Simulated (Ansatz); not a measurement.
Calculation: PBE0-D4/def2-TZVP (Ansatz, a first-principles code). No frequencies were computed at this level.

Ansatz 0.2 input:
```yaml
crystal:
  periodic: [false, false, false]
  atoms:
    - { symbol: C, position_ang: [1.319405, -0.136441, 0.081819] }
    - { symbol: O, position_ang: [0.15162, -0.029696, 0.773712] }
    - { symbol: C, position_ang: [-0.997322, 0.192023, 0.000809] }
    - { symbol: H, position_ang: [1.292222, -0.361381, -0.969713] }
    - { symbol: H, position_ang: [2.155265, -0.417006, 0.690225] }
    - { symbol: H, position_ang: [-0.935842, 1.146505, -0.534521] }
    - { symbol: H, position_ang: [-1.840916, 0.216699, 0.688766] }
    - { symbol: H, position_ang: [-1.144433, -0.610703, -0.731098] }
basis:
  gaussian: { orbitals: def2-tzvp }
hamiltonian:
  xc: pbe0
  dispersion: d4
relax:
  max_steps: 150
magnetization:
  spin_polarized: true
  initial_magnetization: 1
```

Output:

```
Functional definition: PBE0
731 factors; their error is unknown
mean field evaluation 1: about -4193.3117 eV, gradient 2.9e1 eV
mean field evaluation 2: about -4193.1124 eV, gradient 3.0e1 eV
mean field evaluation 4: about -4197.1816 eV, gradient 1.7e0 eV
mean field evaluation 8: about -4197.1902 eV, gradient 4.6e-2 eV
mean field evaluation 16: about -4197.1902 eV, gradient 9.4e-6 eV
mean field -4197.19020733 eV, -154.2438951618 hartree, gradient 9.4e-6 eV, S^2 0.754316; 0 other end points of the search recorded, 0 dependent functions left out
reference -4197.19023378 eV, -154.2438961336 hartree; 13, 12 occupied and 110, 111 virtual orbitals, 731 factors
relax step   1: F+E_penalty+E_count = -4197.26225114 eV  Δ(F+E_penalty+E_count) = +0.000e0 eV  max|allowed force component| = 7.588e-1 eV/Å  Δτ_max = 0.0000 Å  (30 SCF iters, accepted)
these checks for a lower state are left out or cut short: starts, cluster_reference, orbital_swaps, neighbouring_geometries, increment
731 factors; their error is unknown
mean field -4197.20081075 eV, -154.2442848304 hartree, gradient 1.2e-5 eV, S^2 0.754322; 0 other end points of the search recorded, 0 dependent functions left out
reference -4197.20083716 eV, -154.2442858007 hartree; 13, 12 occupied and 110, 111 virtual orbitals, 731 factors
relax step   2: F+E_penalty+E_count = -4197.27294814 eV  Δ(F+E_penalty+E_count) = -1.070e-2 eV  max|allowed force component| = 2.928e-1 eV/Å  Δτ_max = 0.0256 Å  (33 SCF iters, accepted)
these checks for a lower state are left out or cut short: starts, cluster_reference, orbital_swaps, neighbouring_geometries, increment
731 factors; their error is unknown
mean field -4197.20265846 eV, -154.2443527322 hartree, gradient 1.2e-5 eV, S^2 0.754299; 0 other end points of the search recorded, 0 dependent functions left out
reference -4197.20268482 eV, -154.2443537010 hartree; 13, 12 occupied and 110, 111 virtual orbitals, 731 factors
relax step   3: F+E_penalty+E_count = -4197.27485435 eV  Δ(F+E_penalty+E_count) = -1.906e-3 eV  max|allowed force component| = 2.881e-2 eV/Å  Δτ_max = 0.0232 Å  (32 SCF iters, accepted)
these checks for a lower state are left out or cut short: starts, cluster_reference, orbital_swaps, neighbouring_geometries, increment
731 factors; their error is unknown
mean field evaluation 32: about -4197.2039 eV, gradient 5.4e-1 eV
mean field -4197.20270427 eV, -154.2443544159 hartree, gradient 1.1e-5 eV, S^2 0.754263; 0 other end points of the search recorded, 0 dependent functions left out
reference -4197.20273062 eV, -154.2443553840 hartree; 13, 12 occupied and 110, 111 virtual orbitals, 731 factors
relax step   4: F+E_penalty+E_count = -4197.27490435 eV  Δ(F+E_penalty+E_count) = -5.001e-5 eV  max|allowed force component| = 2.192e-2 eV/Å  Δτ_max = 0.0174 Å  (33 SCF iters, accepted)
these checks for a lower state are left out or cut short: starts, cluster_reference, orbital_swaps, neighbouring_geometries, increment
731 factors; their error is unknown
mean field -4197.20277423 eV, -154.2443569866 hartree, gradient 1.2e-5 eV, S^2 0.754283; 0 other end points of the search recorded, 0 dependent functions left out
reference -4197.20280058 eV, -154.2443579551 hartree; 13, 12 occupied and 110, 111 virtual orbitals, 731 factors
relax step   5: F+E_penalty+E_count = -4197.27496487 eV  Δ(F+E_penalty+E_count) = -6.052e-5 eV  max|allowed force component| = 7.256e-3 eV/Å  Δτ_max = 0.0037 Å  (34 SCF iters, accepted)
731 factors; their error is unknown
mean field evaluation 64: about -4197.2028 eV, gradient 9.3e-6 eV
mean field -4197.20277423 eV, -154.2443569866 hartree, gradient 6.5e-5 eV, S^2 0.754283; 1 other end points of the search recorded, 0 dependent functions left out
reference -4197.20280058 eV, -154.2443579551 hartree; 13, 12 occupied and 110, 111 virtual orbitals, 731 factors
Total energy: -4197.27499122 eV, -154.2470109123 hartree
Atom 0 at     1.302946    -0.139644     0.083921 Å, force     0.003872     0.000090     0.000039 eV/Å
Atom 1 at     0.155876    -0.048128     0.780827 Å, force     0.003302     0.001809    -0.003731 eV/Å
Atom 2 at    -0.991054     0.194858    -0.000527 Å, force     0.007256     0.000153    -0.002781 eV/Å
Atom 3 at     1.253434    -0.405247    -0.967881 Å, force    -0.003327     0.000927     0.005252 eV/Å
Atom 4 at     2.168666    -0.371858     0.687304 Å, force    -0.000576    -0.000901    -0.000757 eV/Å
Atom 5 at    -0.916684     1.160790    -0.511214 Å, force    -0.000986    -0.001325     0.001723 eV/Å
Atom 6 at    -1.845176     0.205366     0.674733 Å, force    -0.005986    -0.000703     0.000637 eV/Å
Atom 7 at    -1.128009    -0.596137    -0.747165 Å, force    -0.003555    -0.000050    -0.000383 eV/Å
Dipole moment:    -0.176708    -0.033381    -0.205396 e Å
```

Cost: about 22 core-seconds (a rough figure).
